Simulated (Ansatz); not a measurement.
```xyz
12

C    -1.246   -0.511    0.762
C    -0.064    0.043    1.004
C     1.237   -0.453    0.476
Ga    0.624    1.019   -3.055
O    -0.836    1.281   -2.030
H    -1.339   -1.398    0.142
H    -2.159   -0.104    1.180
H    -0.021    0.930    1.634
H     1.911   -0.727    1.293
H     1.752    0.326   -0.097
H     1.104   -1.327   -0.165
H    -0.963    0.920   -1.145
```

Total charge 0; spin multiplicity 1. The bonds changed during the relaxation, so this is another structure than the one it started from.

Task: List the PBE0/def2-TZVPP orbital energies in eV (Ansatz 0.2.0). (Estimate.)

Result: Ansatz gave: Occupied: -10146.58, -1252.39, -1108.53, -1108.52, -1108.44, -521.51, -278.70, -278.38, -278.24, -150.66, -103.56, -103.54, -103.31, -26.49, -22.67, -22.67, -22.55, -22.51, -22.49, -22.31, -19.63, -15.89, -13.52, -13.24, -12.24, -12.02, -10.80, -10.08, -9.48, -8.32, -7.81, -6.81. Lowest empty: -0.98, -0.81, 0.00, 1.08, 1.87, 2.20, 2.45, 3.10.
